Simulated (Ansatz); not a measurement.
C$_{2}$H$_{6}$BFO (`CB(F)CO`), relaxed with RKS PBE-D4/def2-SVP in the Gaussian-basis code of Ansatz from a rough embedded geometry. The force threshold is 0.03 eV/Å; the program also tests the step.

Charge 0, multiplicity 1.

Start:

```xyz
11

C     1.572   -0.320    0.381
B     0.314   -0.280   -0.535
F     0.334   -0.972   -1.776
C    -1.045    0.467   -0.135
O    -2.067   -0.403    0.047
H     1.384   -0.705    1.348
H     1.948    0.759    0.491
H     2.393   -0.870   -0.149
H    -1.212    1.232   -0.875
H    -0.799    0.983    0.884
H    -2.822    0.110    0.319
```

```json
{"step": "1", "energy (eV)": "-7598.4951", "largest force (eV/Å)": "3.311", "largest move (Å)": "0.000"}
{"step": "2", "energy (eV)": "-7598.8316", "largest force (eV/Å)": "1.427", "largest move (Å)": "0.107"}
{"step": "3", "energy (eV)": "-7598.9023", "largest force (eV/Å)": "0.580", "largest move (Å)": "0.121"}
{"step": "4", "energy (eV)": "-7598.9384", "largest force (eV/Å)": "0.317", "largest move (Å)": "0.131"}
{"step": "5", "energy (eV)": "-7598.9730", "largest force (eV/Å)": "0.208", "largest move (Å)": "0.200"}
{"step": "6", "energy (eV)": "-7598.9955", "largest force (eV/Å)": "0.343", "largest move (Å)": "0.196"}
{"step": "7", "energy (eV)": "-7599.0222", "largest force (eV/Å)": "0.171", "largest move (Å)": "0.198"}
{"step": "8", "energy (eV)": "-7599.0275", "largest force (eV/Å)": "0.333", "largest move (Å)": "0.187"}
{"step": "9", "energy (eV)": "-7599.0321", "largest force (eV/Å)": "0.097", "largest move (Å)": "0.045"}
{"step": "10", "energy (eV)": "-7599.0351", "largest force (eV/Å)": "0.073", "largest move (Å)": "0.095"}
{"step": "11 (rejected)", "energy (eV)": "-7599.0324", "largest force (eV/Å)": "0.282", "largest move (Å)": "0.134"}
{"step": "12", "energy (eV)": "-7599.0363", "largest force (eV/Å)": "0.097", "largest move (Å)": "0.067"}
{"step": "13", "energy (eV)": "-7599.0373", "largest force (eV/Å)": "0.065", "largest move (Å)": "0.040"}
{"step": "14", "energy (eV)": "-7599.0377", "largest force (eV/Å)": "0.046", "largest move (Å)": "0.022"}
{"step": "15", "energy (eV)": "-7599.0380", "largest force (eV/Å)": "0.033", "largest move (Å)": "0.020"}
{"step": "16", "energy (eV)": "-7599.0383", "largest force (eV/Å)": "0.047", "largest move (Å)": "0.043"}
{"step": "17", "energy (eV)": "-7599.0384", "largest force (eV/Å)": "0.062", "largest move (Å)": "0.033"}
{"step": "18", "energy (eV)": "-7599.0385", "largest force (eV/Å)": "0.045", "largest move (Å)": "0.003"}
{"step": "19", "energy (eV)": "-7599.0386", "largest force (eV/Å)": "0.014", "largest move (Å)": "0.007"}
```

End:

```xyz
11

C     1.665   -0.160    0.233
B     0.212   -0.550   -0.226
F     0.033   -1.736   -0.825
C    -1.036    0.393   -0.008
O    -2.243   -0.163   -0.484
H     2.044   -0.913    0.958
H     1.744    0.841    0.699
H     2.362   -0.201   -0.632
H    -0.770    1.374   -0.492
H    -1.054    0.637    1.091
H    -2.956    0.477   -0.314
```

Run time 17 s (4 threads of an Arm Neoverse V2 on a shared host); peak host memory 0.16 GiB.
